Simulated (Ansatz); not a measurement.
Basis-set series for `C[O+](C)[GaH3-]`. Total charge 0; spin multiplicity 1. Geometry: relaxed with PBE0-D4/def2-TZVP.

| functional | basis | functions | energy (Eh) | HOMO (eV) | LUMO (eV) |
| --- | --- | --- | --- | --- | --- |
| PBE0-D4 | def2-SVP | 119 | -2080.87413 | -7.53 | 0.32 |
| PBE0-D4 | def2-TZVPP | 267 | -2081.29886 | -7.61 | 0.09 |
| ωB97M-V | def2-SVP | 119 | -2081.10629 | -9.73 | 2.05 |
| ωB97M-V | def2-TZVPP | 267 | -2081.54004 | -9.86 | 1.73 |

Problem. Give the rows for def2-QZVPP. (An estimate is asked.)

Solution. Ansatz gave: 
```
functional       basis  functions  energy (Eh)  HOMO (eV)  LUMO (eV)
   PBE0-D4  def2-QZVPP        530  -2081.35177      -7.62      -0.04
   ωB97M-V  def2-QZVPP        530  -2081.59180      -9.87       1.32
```

Positive LUMOs are unbound and depend on the basis. Scalar relativity is left out up to krypton.
